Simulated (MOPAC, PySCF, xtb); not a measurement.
Pair of molecules: boric acid (SMILES OB(O)O) (first 7 atoms) with HF (SMILES F); geometry from B3LYP-D3(BJ)/def2-TZVP, rigid monomers moved along the line of their centres of mass till O1···H9 is 3.04 Å.
(charge 0, multiplicity 1):
```xyz
9

O     -0.02765    -0.57079     1.55988
B      0.28392    -0.24984     0.25821
O      0.70115    -1.27121    -0.55616
O      0.14056     1.06237    -0.07630
H      0.08528    -1.50525     1.76027
H      0.91708    -1.04059    -1.46276
H      0.35373     1.30290    -0.98032
F     -1.30541     1.27654     4.84700
H     -1.00185     0.82523     4.07801
```

Interaction energies are E(AB) − E(A) − E(B) at the monomers' geometry in the complex; basis-set methods are counterpoise corrected. Rows marked so take none.

Rows in 6-31G* carry no dispersion term and start afresh at each structure (6-31G* with six Cartesian d functions). The state reached by PM3, PM7 isn't checked; PM7 holds dispersion and hydrogen-bond terms.

Programs: MOPAC for PM3, PM7 (differences of heats of formation); PySCF for 6-31G* rows; xtb for the GFN methods. 

Task: One of these levels gives -162.3 meV for the interaction energy. Which?
A) GFN2-xTB
B) PM7
C) PM3
D) B3LYP/6-31G* (no counterpoise)

Result: A, GFN2-xTB. The others give -46.9 (PM3), -92.2 (PM7), -143.3 (B3LYP/6-31G* (no counterpoise))
